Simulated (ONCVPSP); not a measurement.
Building the ONCV potential for P (PBE, scalar-relativistic).

```
Element                 : P (Z = 15)
Generator               : ONCVPSP 4.0.1
Type                    : optimised norm-conserving Vanderbilt (ONCV)
Functional              : PBE
Relativity              : scalar-relativistic
Frozen core             : [He]
Valence charge          : 13
Reference configuration : 2s2 2p6 3s2 3p3
Partial waves           : 2s+3s: rc 0.85 bohr, ncon 3, nbas 7, qcut 14.3 1/bohr, 2 projectors; 2p+3p: rc 0.85 bohr, ncon 4, nbas 8, qcut 12.6 1/bohr, 3 projectors, debl 2.2 Ha; d scattering state at 0.03 Ha: rc 0.85 bohr, ncon 4, nbas 7, qcut 12.8 1/bohr, local
Local potential         : the d channel
Core correction         : polynomial model core, fcfact 0.2
```

All-electron outer shells of the reference configuration (PBE, scalar-relativistic, ld1.x):

```
shell  level (eV)  outermost node (bohr)  outermost maximum (bohr)
   1s    -2084.17                      –                      0.07
   2s     -173.99                   0.14                      0.42
   2p     -124.49                      –                      0.36
   3s      -13.97                   0.65                      1.58
   3p       -5.51                   0.64                      1.83
```

**Question.** Does the generator finish with these settings?

**Answer.** Yes, a potential is produced and its reference levels are reproduced.

**Question.** Estimate the cutoffs (Ha) at which the residual kinetic energy of the hardest occupied pseudo-wave falls to 1 and 0.1 mHa per electron.

**Answer.** 164 Ha and 287 Ha.

**Question.** Does the potential have ghost states?

**Answer.** No bound ghost flagged; GHOST(+) flags only above 600 eV.

**Question.** Which valence shell sets the plane-wave cutoff?

**Answer.** 2p: 164 Ha for 1 mHa per electron, against 79 Ha for 3p.

**Question.** Tests: 2s2 2p6 3s2 3p2; 2s2 2p6 3s2 3p1; 2s2 2p6 3s2 3p0; 2s2 2p6 3s1 3p4. Which has the largest error in its energy relative to the reference configuration, and how large is it?

**Answer.** 2s2 2p6 3s2 3p0, with +12 meV (all-electron minus pseudo) on +58.62 eV.
